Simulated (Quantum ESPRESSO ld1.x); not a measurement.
Question: Ta4+, 69 electrons, occupied as [Xe] 4f14 5d1. All-electron calculation, Dirac Kohn-Sham, Engel-Vosko exchange with Perdew-Wang LDA correlation, spin-unpolarised, spherical densities, point nucleus; open shells are shared between the two j in proportion to 2j + 1. Program: ld1.x of Quantum ESPRESSO 7.5. Some entries of the table are withheld. Estimate them.

orbital  occ.  eigenvalue (eV)  r(max) (bohr)  <r^2> (bohr^2)
1s1/2       2         -67327.6          0.012       0.0004783
2s1/2       2         -11596.1          0.067        0.007312
2p1/2       2         -11077.8          0.051        0.005235
2p3/2       4         -9808.39          0.057        0.006438
3s1/2       2         -2689.45          0.189         0.04781
3p1/2       2         -2460.41            (1)         0.04396
3p3/2       4         -2187.01            (2)         0.05058
3d3/2       4         -1803.31          0.150         0.03931
3d5/2       6         -1743.76          0.153         0.04113
4s1/2       2         -582.511          0.431          0.2376
4p1/2       2              (3)          0.431          0.2459
4p3/2       4              (4)          0.459          0.2816
4d3/2       4         -271.214          0.456          0.3094
4d5/2       6         -259.675          0.467          0.3230
5s1/2       2         -114.672          0.990           1.336
5p1/2       2         -87.0646            (5)           1.619
5p3/2       4         -77.9639            (6)           1.881
4f5/2       6              (7)          0.441          0.4996
4f7/2       8              (8)          0.445          0.5167
5d3/2     0.4         -41.7660           1.43             (9)
5d5/2     0.6         -40.8505           1.46            (10)
6s1/2       0         -37.7083           2.42           7.371
6p1/2       0         -31.0309           2.73           9.230
6p3/2       0         -29.4421           2.87           10.10
6d3/2       0         -19.5862           3.67           16.19
6d5/2       0         -19.3062           3.73           16.59
5f5/2       0         -18.0205           3.08           13.05
5f7/2       0         -17.9771           3.11           13.13

Answer: 
(1) 3p1/2 r(max) (bohr): 0.177
(2) 3p3/2 r(max) (bohr): 0.190
(3) 4p1/2 eigenvalue (eV): -488.228
(4) 4p3/2 eigenvalue (eV): -425.445
(5) 5p1/2 r(max) (bohr): 1.06
(6) 5p3/2 r(max) (bohr): 1.14
(7) 4f5/2 eigenvalue (eV): -68.0233
(8) 4f7/2 eigenvalue (eV): -66.0335
(9) 5d3/2 <r^2> (bohr^2): 3.486
(10) 5d5/2 <r^2> (bohr^2): 3.650
